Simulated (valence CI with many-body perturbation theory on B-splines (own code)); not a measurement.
## Ladder of approximations for Si

Level of theory: configuration interaction combined with many-body perturbation theory (CI+MBPT): four valence electrons over a frozen Dirac-Fock core [Ne], radial functions for each j: 11 s, 11 p, 9 d, 7 f, 5 g, 2 h, 1 i, with the one-electron correlation potential Σ1 (screened to all orders), the two-electron term Σ2, the three-electron term Σ3, Breit, model QED; selected single and double excitations, second order for the rest, scaled by the run's own slope (own B-spline code, finite nucleus).

Against 48 measured levels this calculation errs by 36 cm⁻¹ on average and by 119 at most. These come from a selection out of the NIST Handbook of Basic Atomic Spectroscopic Data. Levels without a partner in it may be off by more. Among the levels kept, up to 810 cm⁻¹ of a level comes from second order outside the variational space, and about a tenth of that is noise between levels of different J, which matters for small intervals.

Each rung adds one term. CI alone is the Dirac-Coulomb CI over the frozen core; QED comes last and gives the full result, which names the levels. Energies are above 3s2 3p2 3P_0 on the same rung, in cm⁻¹.

Names give the largest LS component (configuration and term), which can be under half, so a name can repeat, a term be missing and a line seem to break the LS rules; names also repeat where a configuration has a term twice.

```tsv
Level	CI alone	Σ1	Σ2	Σ3	Breit	QED	Full
3s2 3p2 3P_1	84.9	+7.1	+0.6	+0.2	-5.3	+0.1	87.6
3s2 3p2 3P_2	242	+15	-1.9	+0.4	-15	+0.3	241
3s2 3p2 1D_2	6381	+77	-84	-14	-11	+0.4	6349
3s2 3p2 1S_0	15492	+158	-133	-28	-9.5	+0.7	15481
3s 3p3 5S°_2	32242	+527	+441	+26	-12	-17	33207
3s2 3p 4s 3P°_0	39694	+557	-492	-46	-3.0	+6.6	39717
3s2 3p 4s 3P°_1	39780	+563	-497	-46	-7.6	+6.5	39800
3s2 3p 4s 3P°_2	39974	+573	-494	-46	-19	+7.1	39996
3s2 3p 4s 1P°_1	41044	+571	-525	-46	-15	+6.6	41036
3s 3p3 3D°_1	44642	+663	-23	-20	-15	-7.6	45240
3s 3p3 3D°_2	44655	+666	-21	-19	-15	-7.8	45257
3s 3p3 3D°_3	44685	+667	-20	-20	-19	-7.3	45287
3s2 3p 4p 1P_1	47249	+608	-493	-46	-11	+4.8	47312
3s2 3p 3d 1D°_2	47118	+706	-387	-41	-17	+2.6	47380
3s2 3p 4p 3D_1	47993	+605	-498	-46	-7.1	+4.7	48052
3s2 3p 4p 3D_2	48080	+609	-497	-46	-9.5	+4.7	48142
3s2 3p 4p 3D_3	48239	+618	-498	-46	-20	+5.3	48299
3s2 3p 4p 3P_0	48963	+606	-478	-46	-7.2	+4.8	49043
3s2 3p 4p 3P_1	49010	+610	-485	-46	-9.8	+4.8	49084
3s2 3p 4p 3P_2	49141	+618	-479	-46	-19	+5.2	49220
3s2 3p 4p 3S_1	49375	+612	-499	-46	-18	+5.2	49430
3s2 3p 3d 3F°_2	49737	+705	-486	-45	-11	+4.7	49905
3s2 3p 3d 3F°_3	49826	+708	-489	-45	-15	+4.9	49990
3s2 3p 3d 3F°_4	49944	+715	-492	-45	-22	+5.2	50105
3s2 3p 4p 1D_2	50158	+617	-491	-46	-15	+4.9	50227
3s2 3p 3d 3P°_2	50202	+701	-325	-38	-15	+0.8	50526
3s2 3p 3d 3P°_1	50267	+703	-326	-38	-18	+1.2	50589
3s2 3p 3d 3P°_0	50297	+702	-322	-37	-19	+0.9	50622
3s2 3p 4p 1S_0	51585	+611	-496	-46	-14	+5.3	51645
3s2 3p 3d 1F°_3	53310	+675	-521	-47	-16	+5.3	53407
3s2 3p 3d 1P°_1	53347	+673	-532	-46	-12	+5.4	53435
```

The middle columns are the shifts that each term adds.

(1) How does the ionisation energy move along the ladder, and which term matters most?

## Answers

(1) CI alone 8.1417, + Σ1 8.2242, + Σ2 8.1590, + Σ3 8.1533, + Breit 8.1529, + QED 8.1536 eV. The largest step is Σ1, 0.0826 eV. NIST lists 8.15168 eV (measured).
